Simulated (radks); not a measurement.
Species: C II. Configuration: [He] 2s2 2p1. Method: Dirac Kohn-Sham, XLYP, spin-unpolarised, spherical densities, finite nucleus; open shells fill j = l - 1/2 first; Fermi nuclear charge, rms radius 2.4702 fm; computed with a radial shooting solver on a logarithmic mesh with Libxc functionals.

Normalised radial functions P(r) = r R(r) (large component), r in bohr:

r         1s1/2   2p1/2
0.02117  0.5181  0.0032
0.02892  0.6753  0.0058
0.03951  0.8656  0.0104
0.05355  1.0784  0.0184
0.07316  1.3107  0.0323
0.09995  1.5282  0.0559
0.1355   1.6824  0.0930
0.1851   1.7258  0.1522
0.2528   1.6039  0.2390
0.3454   1.3070  0.3565
0.4681   0.9051  0.4949
0.6395   0.4933  0.6404
0.8736   0.1978  0.7521
1.184    0.0546  0.7776
1.617    0.0084  0.6838
2.21     0.0006  0.4913
3.019    0.0000  0.2748
4.091    0.0000  0.1132
5.589    0.0000  0.0279

1s1/2: eigenvalue -289.27 eV, 0 radial nodes, <r> = 0.270 bohr, 90 % of the charge inside 0.486 bohr. 2p1/2: eigenvalue -17.047 eV, 0 radial nodes, <r> = 1.50 bohr, 90 % of the charge inside 2.53 bohr.
